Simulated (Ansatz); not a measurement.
Job for Ansatz (a quantum-chemistry and plane-wave program): R-PBE/def2-TZVPP on GeH2S (SMILES [SH][GeH]), atoms moved off the minimum.

Ansatz 0.2 input:
```yaml
crystal:
  periodic: [false, false, false]
  atoms:
    - {symbol: Ge, position_ang: [0.16429011, -0.50857844, 0.55785392]}
    - {symbol: H, position_ang: [0.66355160, -1.48216862, -0.65789015]}
    - {symbol: S, position_ang: [-0.37853278, 1.04708260, -1.01054403]}
    - {symbol: H, position_ang: [-0.80722283, 1.90401661, -0.13669043]}
basis:
  gaussian:
    orbitals: def2-TZVPP
hamiltonian:
  xc: {name: PBE}
scf: {lower_state_search: off}
output: {forces: true}
```

**Question.** What total energy does the run end on?

**Answer.** -2475.9256 hartree.
